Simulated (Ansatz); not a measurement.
`C/C=C\F` + `[OH][Sn][Cl]` → `C[O][Sn][Cl]` + `C=CF`  (substitution at a C–C bond)

Computed with Ansatz on PBE0-D4/def2-TZVP structures; ΔE is electronic, products minus reactants. CCSD(T)/CBS is the MP2 limit (def2-TZVPP, def2-QZVPP) plus CCSD(T) − MP2 in def2-TZVPP, frozen cores. Functionals use def2-TZVPP. B3LYP here is the variant with VWN-RPA as its local correlation; programs differ in this. def2 core potentials past Kr. For Sn outer-core shells are correlated without core-valence functions, which leaves a few kJ/mol of doubt a bond. One conformer a species, not always the lowest.

(1) Is it downhill or uphill in electronic energy at CCSD(T)/CBS, and by how much? (Estimate.)

(2) What do these levels give: PBE-D4, ωB97X-V, ωB97M-V, PBE, B3LYP, HF/def2-TZVPP, MP2/def2-TZVPP, CCSD/def2-TZVPP, CCSD(T)/def2-TZVPP, HF/def2-QZVPP, MP2/def2-QZVPP, HF/CBS(def2)? (Best estimate.)

Largest T1 diagnostic among the species: 0.017.

## Answers

(1) The calculation gave: Uphill: ΔE = +55.1 kJ/mol.

(2) The calculation gave: PBE-D4 52.2, ωB97X-V 51.5, ωB97M-V 53.6, PBE 53.8, B3LYP 49.7, HF/def2-TZVPP 48.0, MP2/def2-TZVPP 57.6, CCSD/def2-TZVPP 53.6, CCSD(T)/def2-TZVPP 53.2, HF/def2-QZVPP 48.5, MP2/def2-QZVPP 58.9, HF/CBS(def2) 48.5 kJ/mol.

In def2-TZVPP, CCSD(T) changes the Hartree–Fock value by +5.3 kJ/mol (the triples alone add −0.4 kJ/mol) and MP2 by +9.7 kJ/mol.
